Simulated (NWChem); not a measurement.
Species: YCl$_{2}$ cation; SMILES [Cl][Y+][Cl]

This spin state was assumed; another may lie lower. def2 effective core potentials on Y; no spin-orbit coupling.

Give the equilibrium geometry at PBE-D3(BJ)/def2-SVP with def2 effective core potentials on Y (NWChem) as a list of bonds and angles, with the point group.

point group C2v; any orientation.
Bonds (Å): Y1–Cl2 2.353, Y1–Cl3 2.353. Angles (°): Cl2–Y1–Cl3 109.9.
